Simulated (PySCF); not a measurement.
## Correlation energy of Ar (argon, neutral)

[Ar], closed-shell 1S. Computed with PySCF 2.14 in dyall-acv3z (19s12p6d4f, 113 functions), with no relativity, point nucleus. Frozen: 1s2; 16 electrons correlated; the 15 highest virtual orbitals of each spin left out.

```
  level  correlation energy (mhartree)
   CCSD                        -554.86
    (T)                         -10.71
CCSD(T)                        -565.57
```

Diagnostics: T1 = 0.0028, D1 = 0.0057, largest double amplitude 0.027.

Cost of the coupled-cluster step: roughly 29 core-seconds, for 16 correlated electrons.
